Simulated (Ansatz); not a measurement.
Ansatz (a program for electronic structure) input (B3LYP-D3(BJ)/def2-TZVP):

Ansatz 0.2 input:
```yaml
crystal:
  periodic: [false, false, false]
  atoms:
    - {symbol: O, position_ang: [-0.09193863, -0.02710770, -0.06464349]}
    - {symbol: H, position_ang: [-0.07509175, -0.02177006, 0.94300683]}
    - {symbol: H, position_ang: [0.81060081, 0.23863167, -0.42585893]}
basis:
  gaussian:
    orbitals: def2-TZVP
hamiltonian:
  xc: b3lyp
  dispersion: d3bj
total_charge: 1
magnetization: {spin_polarized: true, initial_magnetization: 1}
phonons: {temperatures: {t_min: 298.15, t_max: 298.15, t_step: 100}}
```

Output:

```
Functional definition: B3LYP
integrals: 0.00 GiB planned
239 factors; their error is unknown
mean field: 0.08 GiB planned
mean field evaluation 1: about -2060.3163 eV, gradient 5.1e1 eV
mean field evaluation 2: about -2056.4537 eV, gradient 5.8e1 eV
mean field evaluation 4: about -2068.0780 eV, gradient 2.4e-1 eV
mean field evaluation 8: about -2068.0767 eV, gradient 3.7e-3 eV
mean field -2068.07667254 eV, -76.0004159231 hartree, gradient 5.4e-6 eV, S^2 0.752813; 0 other end points of the search recorded, 0 dependent functions left out
the calculation of the forces begins
reference -2068.07677071 eV, -76.0004195307 hartree; 5, 4 occupied and 38, 39 virtual orbitals, 239 factors
these checks for a lower state are left out or cut short: stability, starts, cluster_reference, orbital_swaps, neighbouring_geometries, increment
integrals: 0.00 GiB planned
239 factors; their error is unknown
mean field: 0.08 GiB planned
mean field evaluation 16: about -2068.0782 eV, gradient 2.2e-4 eV
mean field -2068.07658341 eV, -76.0004126477 hartree, gradient 2.4e-6 eV, S^2 0.752808; 0 other end points of the search recorded, 0 dependent functions left out
the calculation of the forces begins
reference -2068.07668156 eV, -76.0004162545 hartree; 5, 4 occupied and 38, 39 virtual orbitals, 239 factors
these checks for a lower state are left out or cut short: stability, starts, cluster_reference, orbital_swaps, neighbouring_geometries, increment
integrals: 0.00 GiB planned
239 factors; their error is unknown
mean field: 0.08 GiB planned
mean field -2068.07658711 eV, -76.0004127837 hartree, gradient 2.3e-6 eV, S^2 0.752818; 0 other end points of the search recorded, 0 dependent functions left out
the calculation of the forces begins
reference -2068.07668530 eV, -76.0004163921 hartree; 5, 4 occupied and 38, 39 virtual orbitals, 239 factors
these checks for a lower state are left out or cut short: stability, starts, cluster_reference, orbital_swaps, neighbouring_geometries, increment
integrals: 0.00 GiB planned
239 factors; their error is unknown
mean field: 0.08 GiB planned
mean field evaluation 32: about -2068.0783 eV, gradient 8.4e-5 eV
mean field -2068.07666121 eV, -76.0004155069 hartree, gradient 1.5e-6 eV, S^2 0.752813; 0 other end points of the search recorded, 0 dependent functions left out
the calculation of the forces begins
reference -2068.07675935 eV, -76.0004191135 hartree; 5, 4 occupied and 38, 39 virtual orbitals, 239 factors
these checks for a lower state are left out or cut short: stability, starts, cluster_reference, orbital_swaps, neighbouring_geometries, increment
integrals: 0.00 GiB planned
239 factors; their error is unknown
mean field: 0.08 GiB planned
mean field -2068.07666196 eV, -76.0004155344 hartree, gradient 1.5e-6 eV, S^2 0.752813; 0 other end points of the search recorded, 0 dependent functions left out
the calculation of the forces begins
reference -2068.07676016 eV, -76.0004191431 hartree; 5, 4 occupied and 38, 39 virtual orbitals, 239 factors
these checks for a lower state are left out or cut short: stability, starts, cluster_reference, orbital_swaps, neighbouring_geometries, increment
integrals: 0.00 GiB planned
239 factors; their error is unknown
mean field: 0.08 GiB planned
mean field -2068.07660951 eV, -76.0004136069 hartree, gradient 2.0e-6 eV, S^2 0.752807; 0 other end points of the search recorded, 0 dependent functions left out
the calculation of the forces begins
reference -2068.07670763 eV, -76.0004172126 hartree; 5, 4 occupied and 38, 39 virtual orbitals, 239 factors
these checks for a lower state are left out or cut short: stability, starts, cluster_reference, orbital_swaps, neighbouring_geometries, increment
integrals: 0.00 GiB planned
239 factors; their error is unknown
mean field: 0.08 GiB planned
mean field -2068.07661396 eV, -76.0004137704 hartree, gradient 2.0e-6 eV, S^2 0.752818; 0 other end points of the search recorded, 0 dependent functions left out
the calculation of the forces begins
reference -2068.07671218 eV, -76.0004173799 hartree; 5, 4 occupied and 38, 39 virtual orbitals, 239 factors
Total energy: -2068.09237944 eV, -76.0009931411 hartree
Atom 0 at    -0.091939    -0.027108    -0.064643 Å, force    -0.001127    -0.000332    -0.000793 eV/Å
Atom 1 at    -0.075092    -0.021770     0.943007 Å, force    -0.000010    -0.000002     0.001283 eV/Å
Atom 2 at     0.810601     0.238632    -0.425859 Å, force     0.001137     0.000335    -0.000490 eV/Å
Dipole moment:     0.365419     0.107742     0.256932 e Å
Vibrations: 1428.14 3313.98 3360.01 cm⁻¹, zero-point energy 0.502268 eV
```
